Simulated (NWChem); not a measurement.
System: selenium dioxide (SeO$_{2}$); SMILES O=[Se]=O

Input file for NWChem:

```
start job
memory heap 200 mb stack 900 mb global 1100 mb
geometry units angstroms noautoz
  O      1.382349     0.000000    -0.605320
  Se     0.000000     0.000000     0.268523
  O     -1.382349     0.000000    -0.605320
end
basis spherical
  O library def2-svpd
  Se library def2-svpd
end
dft
  xc pbe0
  iterations 200
  convergence diis 20
end
task dft gradient
```

NWChem printed, in part:

```
             Northwest Computational Chemistry Package (NWChem) 7.3.0
             --------------------------------------------------------

 C2V symmetry detected

                             Geometry "geometry" -> ""
                             -------------------------

 Output coordinates in angstroms (scale by  1.889725989 to convert to a.u.)

  No.       Tag          Charge          X              Y              Z
 ---- ---------------- ---------- -------------- -------------- --------------
    1 O                    8.0000     1.38234900     0.00000000    -0.59421324
    2 Se                  34.0000     0.00000000     0.00000000     0.27962976
    3 O                    8.0000    -1.38234900     0.00000000    -0.59421324

 Effective nuclear repulsion energy (a.u.)     188.2770303323

      Symmetry information
      --------------------

 Group name             C2v
 Group number             16
 Group order               4
 No. of unique centers     2

                                 NWChem DFT Module
                                 -----------------

 Summary of "ao basis" -> "ao basis" (spherical)
 ------------------------------------------------------------------------------
       Tag                 Description            Shells   Functions and Types
 ---------------- ------------------------------  ------  ---------------------
 O                         def2-svpd                 9       23   4s3p2d
 Se                        def2-svpd                15       41   6s5p4d

      Symmetry analysis of basis
      --------------------------

        a1         35
        a2         11
        b1         25
        b2         16

            General Information
            -------------------
          SCF calculation type: DFT
          Wavefunction type:  closed shell.
          No. of atoms     :     3
          No. of electrons :    50
           Alpha electrons :    25
            Beta electrons :    25
          Charge           :     0
          Spin multiplicity:     1
          Use of symmetry is: on ; symmetry adaption is: on
          Maximum number of iterations: 200
          AO basis - number of functions:    87
                     number of shells:    33
          Convergence on energy requested:  1.00D-06
          Convergence on density requested:  1.00D-05
          Convergence on gradient requested:  5.00D-04

              XC Information
              --------------
                         PBE0 Method XC Functional
                     Hartree-Fock (Exact) Exchange  0.250
          PerdewBurkeErnzerhof Exchange Functional  0.750
            Perdew 1991 LDA Correlation Functional  1.000 local
           PerdewBurkeErnz. Correlation Functional  1.000 non-local

             Grid Information
             ----------------
          Grid used for XC integration:  medium
          Radial quadrature: Mura-Knowles
          Angular quadrature: Lebedev.
          Tag              B.-S. Rad. Rad. Pts. Rad. Cut. Ang. Pts.
          ---              ---------- --------- --------- ---------
          O                   0.60       49          11.0       434
          Se                  1.15      112          10.0       590
          Grid pruning is: on
          Number of quadrature shells:   161
          Spatial weights used:  Erf1

      Superposition of Atomic Density Guess
      -------------------------------------

 Sum of atomic energies:       -2548.90242500

      Non-variational initial energy
      ------------------------------

 Total energy =   -2549.270937
 1-e energy   =   -3924.400405
 2-e energy   =    1186.852438
 HOMO         =      -0.356156
 LUMO         =      -0.151486

      Symmetry analysis of molecular orbitals - initial
      -------------------------------------------------

  Numbering of irreducible representations:

     1 a1          2 a2          3 b1          4 b2

  Orbital symmetries:

     1 a1          2 a1          3 b1          4 a1          5 b2
     6 b1          7 a1          8 a1          9 b1         10 a1
    11 b2         12 b1         13 a1         14 a2         15 a1
    16 b2         17 a1         18 b1         19 a1         20 b1
    21 a1         22 b2         23 a2         24 b1         25 a1
    26 b2         27 a1         28 b1         29 a1         30 b2
    31 a1         32 b1         33 b1         34 a1         35 a1

   convergence    iter        energy       DeltaE   RMS-Dens  Diis-err
 ---------------- ----- ----------------- --------- --------- ---------
 d= 0,ls=0.0,diis     1  -2550.8957566497 -2.74D+03  2.98D-02  1.41D+00
 d= 0,ls=0.0,diis     2  -2550.2666886673  6.29D-01  1.82D-02  7.46D+00
 d= 0,ls=0.0,diis     3  -2551.0797153411 -8.13D-01  1.80D-03  2.51D-02
 d= 0,ls=0.0,diis     4  -2551.0822270142 -2.51D-03  3.73D-04  1.86D-03
 d= 0,ls=0.0,diis     5  -2551.0824132016 -1.86D-04  6.98D-05  1.59D-04
 d= 0,ls=0.0,diis     6  -2551.0824217308 -8.53D-06  1.24D-05  1.12D-06
 d= 0,ls=0.0,diis     7  -2551.0824218677 -1.37D-07  2.51D-06  4.52D-08

         Total DFT energy =    -2551.082421867682
      One electron energy =    -3921.547290601852
           Coulomb energy =     1285.966204672807
    Exchange-Corr. energy =     -103.778366270921
 Nuclear repulsion energy =      188.277030332284

 Numeric. integr. density =       49.999995457663

                  Occupations of the irreducible representations
                  ----------------------------------------------

                     irrep           alpha         beta
                     --------     --------     --------
                     a1               12.0         12.0
                     a2                2.0          2.0
                     b1                7.0          7.0
                     b2                4.0          4.0

                       DFT Final Molecular Orbital Analysis
                       ------------------------------------

 Vector   23  Occ=2.000000D+00  E=-3.653316D-01  Symmetry=a2
              MO Center= -1.1D-14, -6.7D-16, -5.3D-01, r^2= 2.5D+00
   Bfn.  Coefficient  Atom+Function         Bfn.  Coefficient  Atom+Function
  ----- ------------  ---------------      ----- ------------  ---------------
     6      0.441858  1 O  py                70     -0.441858  3 O  py
     9      0.313051  1 O  py                73     -0.313051  3 O  py
    55      0.095268  2 Se d -2              12      0.079343  1 O  py
    76     -0.079343  3 O  py                45     -0.063405  2 Se d -2
    19     -0.029441  1 O  d -2              83     -0.029441  3 O  d -2

 Vector   24  Occ=2.000000D+00  E=-3.579687D-01  Symmetry=b1
              MO Center= -1.1D-13,  9.7D-16, -5.0D-01, r^2= 2.6D+00
   Bfn.  Coefficient  Atom+Function         Bfn.  Coefficient  Atom+Function
  ----- ------------  ---------------      ----- ------------  ---------------
     5      0.349414  1 O  px                69      0.349414  3 O  px
     7      0.294353  1 O  pz                71     -0.294353  3 O  pz
     8      0.228431  1 O  px                72      0.228431  3 O  px
    10      0.223930  1 O  pz                74     -0.223930  3 O  pz
    58     -0.084415  2 Se d  1              13      0.068716  1 O  pz

 Vector   25  Occ=2.000000D+00  E=-3.455166D-01  Symmetry=a1
              MO Center=  1.4D-13, -1.8D-15, -3.3D-01, r^2= 2.6D+00
   Bfn.  Coefficient  Atom+Function         Bfn.  Coefficient  Atom+Function
  ----- ------------  ---------------      ----- ------------  ---------------
     7      0.419261  1 O  pz                71      0.419261  3 O  pz
    28     -0.328673  2 Se s                 10      0.287833  1 O  pz
    74      0.287833  3 O  pz                38     -0.213153  2 Se pz
    27     -0.201462  2 Se s                 26      0.138900  2 Se s
    41     -0.133902  2 Se pz                35      0.127036  2 Se pz

 Vector   26  Occ=0.000000D+00  E=-1.656449D-01  Symmetry=b2
              MO Center=  3.7D-14, -3.7D-15,  2.3D-02, r^2= 2.5D+00
   Bfn.  Coefficient  Atom+Function         Bfn.  Coefficient  Atom+Function
  ----- ------------  ---------------      ----- ------------  ---------------
    40      0.584318  2 Se py                37      0.443023  2 Se py
     6     -0.342779  1 O  py                70     -0.342779  3 O  py
     9     -0.278684  1 O  py                73     -0.278684  3 O  py
    34     -0.260689  2 Se py                43      0.125579  2 Se py
    12     -0.122649  1 O  py                76     -0.122649  3 O  py

 Vector   27  Occ=0.000000D+00  E=-2.075633D-02  Symmetry=a1
              MO Center= -2.4D-14,  1.4D-15,  4.8D-02, r^2= 4.7D+00
   Bfn.  Coefficient  Atom+Function         Bfn.  Coefficient  Atom+Function
  ----- ------------  ---------------      ----- ------------  ---------------
    41     -0.655956  2 Se pz                28      0.597283  2 Se s
    44     -0.554827  2 Se pz                29      0.487431  2 Se s
     4     -0.286934  1 O  s                 68     -0.286934  3 O  s
     3     -0.279110  1 O  s                 67     -0.279110  3 O  s
    38     -0.272460  2 Se pz                 8      0.268027  1 O  px

 Vector   28  Occ=0.000000D+00  E=-5.250648D-03  Symmetry=b1
              MO Center=  1.3D-13, -1.8D-15,  6.4D-01, r^2= 6.0D+00
   Bfn.  Coefficient  Atom+Function         Bfn.  Coefficient  Atom+Function
  ----- ------------  ---------------      ----- ------------  ---------------
    42      0.830012  2 Se px                39      0.631667  2 Se px
    36      0.264640  2 Se px                 3     -0.231025  1 O  s
    67      0.231025  3 O  s                  4     -0.221548  1 O  s
    68      0.221548  3 O  s                  7     -0.209270  1 O  pz
    71      0.209270  3 O  pz                10     -0.207044  1 O  pz

     Multipole analysis of the density
     ---------------------------------

     L   x y z        total         alpha         beta         nuclear
     -   - - -        -----         -----         ----         -------
     0   0 0 0     -0.000000    -25.000000    -25.000000     50.000000

     1   1 0 0     -0.000000     -0.000000     -0.000000      0.000000
     1   0 1 0     -0.000000     -0.000000     -0.000000      0.000000
     1   0 0 1      1.112421      0.556210      0.556210     -0.000000

     2   2 0 0    -25.595225    -67.388866    -67.388866    109.182506
     2   1 1 0     -0.000000     -0.000000     -0.000000      0.000000
     2   1 0 1      0.000000      0.000000      0.000000      0.000000
     2   0 2 0    -19.464379     -9.732189     -9.732189      0.000000
     2   0 1 1      0.000000      0.000000      0.000000      0.000000
     2   0 0 2    -21.400206    -25.534278    -25.534278     29.668350

            General Information
            -------------------
          SCF calculation type: DFT
          Wavefunction type:  closed shell.
          No. of atoms     :     3
          No. of electrons :    50
           Alpha electrons :    25
            Beta electrons :    25
          Charge           :     0
          Spin multiplicity:     1
          Use of symmetry is: on ; symmetry adaption is: on
          Maximum number of iterations: 200
          AO basis - number of functions:    87
                     number of shells:    33
          Convergence on energy requested:  1.00D-06
          Convergence on density requested:  1.00D-05
          Convergence on gradient requested:  5.00D-04

              XC Information
              --------------
                         PBE0 Method XC Functional
                     Hartree-Fock (Exact) Exchange  0.250
          PerdewBurkeErnzerhof Exchange Functional  0.750
            Perdew 1991 LDA Correlation Functional  1.000 local
           PerdewBurkeErnz. Correlation Functional  1.000 non-local

             Grid Information
             ----------------
          Grid used for XC integration:  medium
          Radial quadrature: Mura-Knowles
          Angular quadrature: Lebedev.
          Tag              B.-S. Rad. Rad. Pts. Rad. Cut. Ang. Pts.
          ---              ---------- --------- --------- ---------
          O                   0.60       49          11.0       434
          Se                  1.15      112          10.0       590
          Grid pruning is: on
          Number of quadrature shells:   161
          Spatial weights used:  Erf1

          Convergence Information
          -----------------------
          Convergence aids based upon iterative change in
          total energy or number of iterations.
          Levelshifting, if invoked, occurs when the
          HOMO/LUMO gap drops below (HL_TOL):  1.00D-02
          DIIS, if invoked, will attempt to extrapolate
          using up to (NFOCK): 20 stored Fock matrices.

                    Damping( 0%)  Levelshifting(0.5)       DIIS
                  --------------- ------------------- ---------------
          dE  on:    start            ASAP                start
          dE off:    2 iters        200 iters           200 iters

                            NWChem DFT Gradient Module
                            --------------------------

  charge          =   0.00
  wavefunction    = closed shell

  Using symmetry

                         DFT ENERGY GRADIENTS

    atom               coordinates                        gradient
                 x          y          z           x          y          z
   1 O       2.612261   0.000000  -1.122900    0.021536   0.000000  -0.012162
   2 Se      0.000000   0.000000   0.528424    0.000000   0.000000   0.024324
   3 O      -2.612261   0.000000  -1.122900   -0.021536   0.000000  -0.012162
```

Level: PBE0/def2-SVPD. Coordinates come from a PBE-D3(BJ)/def2-SVP optimisation.
